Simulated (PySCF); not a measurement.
# Ionisation energy of Sc by level of theory

Sc [Ar] 3d1 4s2 (2D) → Sc+ [Ar] 3d1 4s1 (3D), as a difference of total energies. Computed with PySCF 2.14 in def2-QZVPPD, with the non-relativistic Hamiltonian (point nucleus). Correlated levels: valence: [Ar] frozen. The calculations carry no spin-orbit coupling.

Question: Order these methods by the ionisation energy they give, lowest first.
A. SCS-MP2 (valence)
B. UHF
C. CCSD(T) (valence)
D. MP2 (valence)

Answer: B (5.360 eV), D (6.078 eV), A (6.228 eV), C (6.353 eV).

These non-relativistic numbers lack the scalar-relativistic shift.

Errors of the correlated levels include the incompleteness of this basis and the frozen core.

For comparison: 6.562 eV (measured; NIST levels, between the centres of gravity of the two terms).
